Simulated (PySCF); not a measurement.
**What the low excited states add to the polarisability**

Compound: CH11Ge3N.
Cartesian coordinates in Å at the PBE0-D3(BJ)/def2-SVP level; atoms count from 1:
```xyz
16
CH11Ge3N angstrom
C     -1.765   -1.652   -0.767
N     -0.452   -1.434   -0.204
Ge     0.434    0.152   -0.522
Ge     2.602   -0.026    0.548
Ge    -0.765    2.119    0.298
H     -2.577   -1.041   -0.323
H     -1.749   -1.431   -1.847
H     -2.057   -2.711   -0.668
H     -0.391   -1.740    0.763
H      0.572    0.260   -2.057
H      3.415    1.261    0.314
H      2.409   -0.204    2.067
H      3.401   -1.228    0.011
H     -0.932    2.032    1.829
H      0.005    3.415   -0.026
H     -2.172    2.228   -0.326
```

Level of theory: PySCF 2.14.0, density-fitted response routines, TDDFT CAM-B3LYP/def2-SVPD, vertical, gas phase, core orbitals frozen in the response. Relativistic effects, spin–orbit coupling among them, are left out although an element past zinc is present.

Excitation energies and transition dipoles (atomic units, axes of the coordinates) of those of the lowest 10 singlets that add 0.02 au or more to the mean polarisability:

```
state  ΔE (hartree)      μx      μy      μz
   S1        0.1948   0.238   0.218   0.048
   S2        0.2162   0.728  -0.796  -0.016
   S3        0.2246   0.268  -0.379  -0.072
   S4        0.2293   0.202  -0.758  -0.361
   S5        0.2372   0.153   0.025  -0.048
   S6        0.2453   0.089   0.011  -0.148
   S7        0.2503   0.330  -0.104   0.050
   S8        0.2586  -0.144   0.491  -0.150
   S9        0.2617   1.180  -0.345   0.215
  S10        0.2679   0.800  -0.311   0.085
```

**Question.** What does each state add to αxx, αyy and αzz, and how do the sums compare with the full static tensor?

**Answer.** Each state adds 2 μα² / ΔE.

```csv
state,αxx (au),αyy (au),αzz (au)
S1,0.58,0.49,0.02
S2,4.90,5.86,0.00
S3,0.64,1.28,0.05
S4,0.36,5.01,1.14
S5,0.20,0.01,0.02
S6,0.07,0.00,0.18
S7,0.87,0.09,0.02
S8,0.16,1.87,0.17
S9,10.64,0.91,0.35
S10,4.78,0.72,0.05
all 10 states,23.2,16.2,2.0
full response,139.5,128.4,106.3
share (%),17,13,2
```

The rest comes from the higher roots of the same response equations.

**Question.** Give the full tensor and its principal values.

**Answer.** In au, rows and columns x, y, z:
```
x   139.5  -7.8   7.2
y    -7.8 128.4   5.6
z     7.2   5.6 106.3
```
Principal values 102.8, 127.5 and 143.9 au; mean 124.8 au (18.49 Å³).

**Question.** By how much does the contribution of these states grow at 589.3 nm?

**Answer.** With ω = 0.0773 hartree each state's term in the mean polarisability goes from f / ΔE² to f / (ΔE² − ω²), f = (2/3) ΔE |μ|²; the sum over all 10 states goes from 13.81 to 15.44 au, a rise of 1.63 au. The full frequency-dependent response rises by 5.68 au, from 124.75 to 130.43 au.

Time: 5.4 min (with the writing of density and orbital grids); peak memory 1.2 GiB. Hardware: one thread, Arm Neoverse N1 (aarch64), on a shared host.

One conformer stands for the species.
